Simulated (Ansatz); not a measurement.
Ansatz (a first-principles code) input (r2SCAN/def2-TZVPD):

Ansatz 0.2 input:
```yaml
crystal:
  periodic: [false, false, false]
  atoms:
    - {symbol: Ir, position_ang: [-0.00000000, -0.00000000, -0.11859591]}
    - {symbol: C, position_ang: [0.00000000, 0.00000000, 1.52198079]}
basis:
  gaussian:
    orbitals: def2-TZVPD
hamiltonian:
  xc: {name: r2SCAN}
total_charge: 1
```

End of the output:

```
integrals: 0.02 GiB planned
554 factors; their error is unknown
mean field: 0.18 GiB planned
mean field evaluation 1: about -3858.8122 eV, gradient 5.8e1 eV
mean field evaluation 2: about -3839.1786 eV, gradient 1.1e2 eV
mean field evaluation 4: about -3864.8626 eV, gradient 8.3e0 eV
mean field evaluation 8: about -3864.9962 eV, gradient 1.5e-1 eV
mean field evaluation 16: about -3865.0005 eV, gradient 1.1e-4 eV
mean field evaluation 32: about -3858.4784 eV, gradient 3.9e1 eV
mean field -3865.00046000 eV, -142.0361471136 hartree, gradient 7.2e-6 eV, S^2 0.000000; 3 other end points of the search recorded, 0 dependent functions left out
reference -3865.00046744 eV, -142.0361473870 hartree; 11, 11 occupied and 69, 69 virtual orbitals, 554 factors
Total energy: -3865.00046744 eV, -142.0361473870 hartree
```

This state (charge 1, singlet) is run at the relaxed geometry of the species with charge 0 and multiplicity 2.
